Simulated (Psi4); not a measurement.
Pair of molecules, SMILES N#N with SMILES C=C=C, pulled apart as rigid monomers along the line of their centres of mass from the B3LYP-D3(BJ)/def2-TZVP minimum (SMILES order as in the coordinates).
Starting geometry (charge 0, multiplicity 1):
```xyz
9

N      0.30355     1.69794     0.84836
N      0.31512     0.74418     0.31924
C     -0.07247    -1.53934     3.21179
C     -0.08902    -0.35105     3.73889
C     -0.10435     0.84121     4.25632
H     -0.98348    -2.01587     2.86840
H      0.85296    -2.09206     3.09773
H      0.00952     1.72363     3.63674
H     -0.23125     0.99191     5.32212
```

Computed with SAPT0/jun-cc-pV(D+d)Z (Psi4).

```csv
N1···H8 (Å),electrostatics (kcal/mol),exchange (kcal/mol),induction (kcal/mol),dispersion (kcal/mol),total
2.56,-1.59,3.96,-0.37,-1.99,0.01
2.80,-0.72,1.57,-0.15,-1.22,-0.53
3.18,-0.26,0.39,…,-0.62,-0.53
3.84,-0.08,0.04,-0.01,…,-0.28
4.91,-0.03,0.00,0.00,-0.06,-0.09
```

Task: Complete the blanks.

Result: 
- 3.18, induction (kcal/mol): -0.04
- 3.84, dispersion (kcal/mol): -0.23
